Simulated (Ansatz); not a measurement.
Calculated with Ansatz (gas phase, PBE0-D4/def2-TZVP geometries, no zero-point term in ΔE). CCSD(T)/CBS adds triple-zeta CCSD(T) − MP2 to the extrapolated MP2 energy (def2 sets, frozen cores). This one scheme is used for every species, atoms too. Open shells (•) are unrestricted, without spin–orbit coupling. Spin–orbit coupling would lower the free atoms: a little for C, Si; clearly for Ge. For Ge outer-core shells are correlated without core-valence functions, so the limit isn't a true one: a few kJ/mol of doubt a bond, and 10 to 20 or more in all where bonds break to atoms. Scalar relativity is left out up to krypton.

Consider the atomization: `C[SiH]1[CH2][GeH2]1` → 2 C• + Ge• + 8 H• + Si•.

```tsv
species	SCS-MP2/def2-QZVPP energy (Eh)
`C[SiH]1[CH2][GeH2]1`	-2445.74536
C•	-37.76798
Ge•	-2075.75714
H•	-0.49998
Si•	-288.92213
```

**Question.** Work out ΔE.

**Answer.** ΔE = 8 × (-0.49998) + 2 × (-37.76798) + (-2075.75714) + (-288.92213) − (-2445.74536) = 1.53029 Eh = +4017.8 kJ/mol. CCSD(T)/CBS gives +4038.0 kJ/mol.

Largest T1 diagnostic among the species: 0.012.

The D4 term adds +40.7 kJ/mol with B3LYP and +21.4 kJ/mol with PBE0; it sums over pairs of atoms, weighted by their polarisabilities, and B3LYP, whose exchange is more repulsive, gets the larger term. From PBE to PBE0 (25 % exact exchange), in def2-TZVPP and without D4, ΔE moves by −24.2 kJ/mol: exact exchange takes away binding that semilocal exchange gives to molecules. In def2-TZVPP, CCSD(T) changes the Hartree–Fock value by +952.7 kJ/mol (the triples alone add +50.2 kJ/mol) and MP2 by +958.4 kJ/mol; breaking electron pairs costs correlation energy, which Hartree–Fock lacks.

B3LYP here is the variant with VWN-RPA as its local correlation; programs differ in this.

For atomizations the MP2-based limit and the directly extrapolated one differ by several kJ/mol either way, and by 10 to 25 for some Ge, Se and Sn compounds, so smaller differences from it don't rank the levels.
